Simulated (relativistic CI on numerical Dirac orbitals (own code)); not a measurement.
**Quantum defects of the nd series of Ga2+**

Problem. The nd 2D levels with J = 3/2 of Ga2+ lie at 4d: 144086.5, 5d: 189187.7 cm⁻¹ (Shirai, Reader, Kramida and Sugar, J. Phys. Chem. Ref. Data 36, 509 (2007)), and the ionisation limit at 247820.0 cm⁻¹ (NIST ASD). Find the quantum defects and predict 6d.

Working.
1. The outer electron sees the charge z = 3; R = 109736.44 cm⁻¹ for this mass. The binding energy T = limit − E defines n* = z√(R/T).
2. Values: 4d: T = 103733.5, n* = 3.0856, δ = n − n* = 0.9144; 5d: T = 58632.3, n* = 4.1042, δ = n − n* = 0.8958.
3. With δ held at 0.8958: E(6d) = limit − Rz²/(6 − δ)² = 209911.3 cm⁻¹.
4. The Ritz form δ = δ₀ + a/n*² through the last two members has a = 0.4076 and δ₀ = 0.8716, so with n* ≈ 6 − 0.8958, δ(6) = 0.8872 and E = 210038.1 cm⁻¹.

Check. The measured level is 210020.1 cm⁻¹ (δ = 0.8885), so the two predictions miss by -108.8 and 18.0 cm⁻¹. A relativistic CI calculation tied to the same limit puts it at 210542 cm⁻¹. The defect is large because this electron penetrates the core.
